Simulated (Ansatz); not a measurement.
## F⁻ ··· CH$_{2}$O

The pair of F⁻ (SMILES [F-], atom 1) and CH$_{2}$O (SMILES C=O, atoms 2–5), both closed shells, in one local arrangement (a lower one may exist), relaxed at PBE0-D4/def2-TZVPD:

F1  (0.083, -0.060, -1.424)
C2  (-0.032, 0.024, 0.165)
O3  (-0.982, 0.739, 0.568)
H4  (-0.086, -1.082, 0.344)
H5  (1.016, 0.379, 0.347)
(Å)

Computed with Ansatz 0.2.0 (basis: def2-TZVPPD, with def2-QZVPPD for the basis limit); correlated methods freeze the cores. B3LYP uses VWN-RPA correlation. Extrapolation: Hartree–Fock as exp(−7.88 √X), correlation as X^−2.97. Interaction energies count from these two fragments, frozen as in the pair, with the counterpoise correction; negative means bound.

Q: What is the interaction energy by CCSD(T) at an estimated basis limit (MP2 extrapolated from triple and quadruple zeta, plus CCSD(T) − MP2 in triple zeta)? (Judge from chemistry; the value comes from the calculation.)

A: Computed: -151.8 kJ/mol. Hartree–Fock alone gives -159.0 kJ/mol at the basis limit. It counts from the two fragments frozen as in the pair.

The same quantity by other methods in triple zeta, and each one's difference from that estimate:
```json
{"method": "PBE-D4", "E_int (kJ/mol)": "-168.9", "difference": "-17.1"}
{"method": "revPBE-D4", "E_int (kJ/mol)": "-158.6", "difference": "-6.8"}
{"method": "BLYP-D4", "E_int (kJ/mol)": "-148.0", "difference": "3.9"}
{"method": "r2SCAN-D4", "E_int (kJ/mol)": "-183.4", "difference": "-31.6"}
{"method": "B97M-V", "E_int (kJ/mol)": "-175.4", "difference": "-23.5"}
{"method": "PBE0-D4", "E_int (kJ/mol)": "-180.0", "difference": "-28.1"}
{"method": "B3LYP-D4", "E_int (kJ/mol)": "-161.5", "difference": "-9.6"}
{"method": "HSE06-D4", "E_int (kJ/mol)": "-180.3", "difference": "-28.5"}
{"method": "wB97X-V", "E_int (kJ/mol)": "-167.1", "difference": "-15.2"}
{"method": "wB97M-V", "E_int (kJ/mol)": "-165.3", "difference": "-13.5"}
{"method": "B2PLYP", "E_int (kJ/mol)": "-150.7", "difference": "1.1"}
{"method": "HF", "E_int (kJ/mol)": "-157.5", "difference": "-5.7"}
{"method": "MP2", "E_int (kJ/mol)": "-141.2", "difference": "10.7"}
{"method": "CCSD", "E_int (kJ/mol)": "-142.8", "difference": "9.0"}
{"method": "CCSD(T)", "E_int (kJ/mol)": "-140.8", "difference": "11.0"}
```
Differences are method less estimate.

Q: Which atoms make the shortest contact between the fragments?

A: F1 and C2, 1.59 Å apart.

Energy to bend the free fragments (PBE0-D4 minima) into their shapes in the pair, CCSD(T)/def2-TZVPPD: CH$_{2}$O 55.1 kJ/mol. This must be added to the interaction energy to get the binding energy from relaxed fragments.

Basis-set superposition shift (counterpoise-corrected less uncorrected): CCSD(T) 8.5; MP2 8.5; HF 0.3; PBE0-D4 0.4; wB97M-V 0.3 kJ/mol.

The T1 diagnostic stays at or below 0.023. The restricted Hartree–Fock reference is unstable towards an unrestricted one at one or more of these structures.

For scale, one of the runs: CCSD(T)/def2-TZVPPD, 151 basis functions, launched by `ansatz run in.yaml --threads 2 --pin off --events-out ev --progress --plain --max-ram 5222MiB`. The run took 19 s on 2 CPU threads of an Arm Neoverse V1 (shared host), with 1.1 GiB of host memory at its peak.
